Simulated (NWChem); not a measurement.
System: Al2, triplet; SMILES [Al][Al]

Here is an NWChem input.

```
start job
memory heap 200 mb stack 900 mb global 1100 mb
geometry units angstroms
  Al     0.000000     0.000000    -1.241108
  Al     0.000000     0.000000     1.241108
end
basis spherical
  Al library 3-21g
end
dft
  odft
  mult 3
  xc hfexch
  iterations 150
end
driver
  maxiter 120
end
task dft optimize
task dft freq
```

No stability test was run on the SCF state.

The level has its own optimisation; frequencies are unscaled.

Problem. Predict the main results of this run. (UHF/3-21G.) Quantities: r Al–Al (Å); highest harmonic frequency (cm⁻¹); zero-point energy (kcal/mol).

Solution. 
| Property | Result |
|---|---|
| r Al–Al (Å) | 2.612 |
| highest harmonic frequency (cm⁻¹) | 288 |
| zero-point energy (kcal/mol) | 0.4 |
